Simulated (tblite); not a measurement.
Compound: C₃H₇BSSi.
Cartesian coordinates in Å at the GFN2-xTB level; atoms count from 1:
```
atom  x, y, z in Å
C1     1.9415    1.6367   -0.3449
C2     1.5990    0.5365    0.0037
B3     1.1868   -0.8609    0.4342
C4     0.1098   -1.6391   -0.3904
S5    -0.8503   -0.9611    1.0309
Si6   -1.8028    0.7985    0.1913
H7     2.2543    2.5944   -0.6483
H8     1.8143   -1.4294    1.2472
H9    -0.2818   -1.2672   -1.3310
H10    0.0564   -2.7210   -0.3450
H11   -2.9547    0.9455    1.0685
H12   -2.1803    0.4339   -1.1698
H13   -0.8965    1.9336    0.2358
```

Calculated harmonic vibrations of the isolated species, GFN2-xTB (tblite), most abundant isotopes, no scaling. The method is semi-empirical: single wavenumbers can be off by several per cent or more. Modes of hydrogen on boron and silicon can be 10 to 20 % off. One conformer, not necessarily the lowest. The optimisation stopped once no atom felt more than 0.01 eV/Å.

Lowest wavenumbers of the output (negative numbers stand for imaginary wavenumbers):
```
mode    cm-1
  1     -35.9
  2     110.8
  3     128.8
  4     157.4
  5     197.8
  6     215.8
  7     382.8
  8     414.5
  9     475.9
 10     535.1
```

Question: Is this structure a minimum?

Answer: Not by this Hessian. 1 mode is imaginary beyond 20i (36i cm⁻¹), so at this level the point lies at or near a first-order saddle. The curvature is small, so loose convergence or finite differences may be the whole cause.

Question: Which atoms move in the imaginary mode?

Answer: 36i: H12 27 %, H13 22 %, Si6 15 %, H11 14 %. These are shares of the mass-weighted motion.

Question: What is the remedy?

Answer: Step along that mode in both directions, optimise again with tighter thresholds and repeat the frequencies. The zero-point energy of this point (52.6 kcal/mol) counts the 32 real modes alone, and thermal corrections from it aren't those of a minimum.

Time: 0.63 s wall. Hardware: Arm Neoverse N1, one thread, shared host. This covers the Hessian and the dipole derivatives.
